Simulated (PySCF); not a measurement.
SMILES [F][SnH2][F], B3LYP/def2-SVP optimised geometry.

```
5

Sn    -0.39    -0.52     0.00
F     -0.96     1.33     0.00
F     -0.96    -1.18     1.73
H      1.32    -0.52     0.00
H     -1.32    -1.33    -1.18
```

Density from B3LYP/def2-TZVP, def2 effective core potentials past Kr in PySCF at that geometry. The core electrons that the potentials of Sn replace are not part of the density.

Minimum of the electron density along straight lines between bonded atoms, close to the bond critical point (lines longer than 1.1 times the sum of covalent radii, or with two minima, are not listed):

| bond | length / Å | ρ at the minimum / e bohr⁻³ | ∇²ρ there / e bohr⁻⁵ | position (fraction from the first atom) |
|---|---|---|---|---|
| Sn1–F2 | 1.939 | 0.117 | 0.56 | 0.52 |
| Sn1–F3 | 1.939 | 0.117 | 0.57 | 0.52 |
| Sn1–H4 | 1.707 | 0.116 | 0.06 | 0.63 |
| Sn1–H5 | 1.707 | 0.116 | 0.06 | 0.63 |
